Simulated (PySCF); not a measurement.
# `C/N=C\[C@H]1CC12CC2` in a uniform electric field

C7H11N.
Structure used (GFN2-xTB), in Å, numbered top down from 1:
```xyz
19
C7H11N angstrom
C      2.8684    0.4914   -1.1991
N      2.3776    0.6220    0.1410
C      1.2635    0.1794    0.5233
C      0.2055   -0.5272   -0.2202
C     -0.6404   -1.5549    0.5285
C     -1.2116   -0.2517    0.1577
C     -2.4160    0.2772   -0.5151
C     -1.9524    0.8496    0.8077
H      2.6492    1.4137   -1.7417
H      3.9524    0.3895   -1.1386
H      2.4596   -0.3534   -1.7630
H      1.0290    0.3620    1.5696
H      0.4018   -0.7287   -1.2665
H     -0.9489   -2.4378   -0.0129
H     -0.3970   -1.7400    1.5654
H     -3.3092   -0.3309   -0.5250
H     -2.2897    0.8801   -1.4029
H     -2.5354    0.6308    1.6909
H     -1.5163    1.8380    0.8086
```

Level: CAM-B3LYP/def2-SVPD (PySCF); nuclei fixed, core orbitals frozen in the response. Permanent dipole (-1.935, -0.977, -0.987) D (1 au = 2.5417 D). Static polarisability (au):

```
x   108.70   4.43  -8.97
y     4.43  78.12  -1.62
z    -8.97  -1.62  79.54
```

Only the terms in μ and α are kept: μ(F) = μ + αF and ΔE = −μ·F − ½ F·αF.

Problem. A field of 0.005 au (0.257 V/Å) is applied along each axis in both senses. Find the induced dipole, the size of the total dipole and the two energy terms.

Solution. 
```json
{"field along": "+x", "induced x (D)": "1.381", "induced y (D)": "0.056", "induced z (D)": "-0.114", "total size (D)": "1.538", "−μ·F (kJ/mol)": "+9.994", "−½F·αF (kJ/mol)": "-3.567"}
{"field along": "−x", "induced x (D)": "-1.381", "induced y (D)": "-0.056", "induced z (D)": "0.114", "total size (D)": "3.582", "−μ·F (kJ/mol)": "-9.994", "−½F·αF (kJ/mol)": "-3.567"}
{"field along": "+y", "induced x (D)": "0.056", "induced y (D)": "0.993", "induced z (D)": "-0.021", "total size (D)": "2.132", "−μ·F (kJ/mol)": "+5.046", "−½F·αF (kJ/mol)": "-2.564"}
{"field along": "−y", "induced x (D)": "-0.056", "induced y (D)": "-0.993", "induced z (D)": "0.021", "total size (D)": "2.963", "−μ·F (kJ/mol)": "-5.046", "−½F·αF (kJ/mol)": "-2.564"}
{"field along": "+z", "induced x (D)": "-0.114", "induced y (D)": "-0.021", "induced z (D)": "1.011", "total size (D)": "2.279", "−μ·F (kJ/mol)": "+5.098", "−½F·αF (kJ/mol)": "-2.610"}
{"field along": "−z", "induced x (D)": "0.114", "induced y (D)": "0.021", "induced z (D)": "-1.011", "total size (D)": "2.867", "−μ·F (kJ/mol)": "-5.098", "−½F·αF (kJ/mol)": "-2.610"}
```

Problem. For the field (-0.0025, -0.0005, 0.0015) au, what is the induced dipole, and what angle does it make with the field?

Solution. αF = (-0.731, -0.134, 0.362) D, at 4.5° to the field. The polarisability along this direction, F·αF/F², is 109.56 au, against a mean of 88.79 au.

Problem. At what field along the permanent dipole would the induced dipole along it equal the permanent one, in this linear picture?

Solution. The polarisability along the dipole is 94.91 au, so F = 0.9371 au / 94.91 au = 0.0099 au = 0.51 V/Å; higher-order terms are ignored.

Problem. What field makes μF equal to kT at 298 K?

Solution. kT = 0.9437 × 10⁻³ Eh, so F = 0.00101 au = 5.18 MV/cm.

Problem. A unit point charge sits 11 Å away. Estimate the induction energy −αe²/2R⁴ with the mean polarisability, treating the molecule as a point.

Solution. R = 20.79 bohr, so the energy is −88.8/(2 × 20.79⁴) Eh = -0.624 kJ/mol. The charge–dipole term at its most favourable orientation, −μe/R², is -5.69 kJ/mol.

One conformer (not necessarily the lowest) at the GFN2-xTB geometry, without solvent, vibrations or thermal averaging.
